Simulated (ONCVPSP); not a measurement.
## PBE ONCV dataset for boron (B), fully relativistic all-electron reference.

boron, optimised norm-conserving Vanderbilt (ONCV), made with ONCVPSP 4.0.1 (PBE, fully relativistic). Core [He], reference 2s2 2p0.5 (charge +0.5). Waves: 2s: rc 1.40 bohr, ncon 4, nbas 7, qcut 4.6 1/bohr, 1 projector; 2p: rc 2.25 bohr, ncon 3, nbas 6, qcut 5.8 1/bohr, 3 projectors, debl 2.8 Ha; d scattering state at 0.17 Ha: rc 2.00 bohr, ncon 4, nbas 8, qcut 5.1 1/bohr, 1 projector. Local part: polynomial inside 1.25 bohr (lpopt 5, dvloc0 0 Ha). Core correction: polynomial model core, fcfact 0.2.

Open shells are filled in proportion to 2j + 1.

* Cutoffs needed: 12 Ha and 49 Ha (the cutoffs (Ha) at which the residual kinetic energy of the hardest occupied pseudo-wave falls to 1 and 0.1 mHa per electron)
* Ghost test: no bound ghost flagged; no localised positive-energy state flagged
* Largest excitation error: +92 meV (all-electron minus pseudo) for 2s1 2p0, out of 4 test configurations
* rms error of d²Exc/dni dnj: 6.17 mHa without and 5.54 mHa with the model core
